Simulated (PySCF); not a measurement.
C3H6BFO, SMILES OB(C)C(=C)F.

Coordinates come from a PBE0-D3(BJ)/def2-SVP optimisation. This is a generated structure with no PubChem entry under its InChIKey; it may be hypothetical. The values are those of a single conformer.

These are PBE/def2-TZVP in PySCF values and carry that method's errors.

Gas-phase values at a fixed geometry.

total energy: -317.64254 hartree
point group: Cs
highest occupied level: -6.25 eV
lowest empty level: -1.93 eV
orbital gap: 4.32 eV
dipole moment: 1.97 D
quadrupole, principal values (traceless, Buckingham form, about the centre of nuclear charge): -3.95, -2.91, 6.86 D·Å
mean static polarisability: 56.5 bohr³ (8.38 Å³)
polarisability, principal values: 39.4, 56.0, 74.3 bohr³
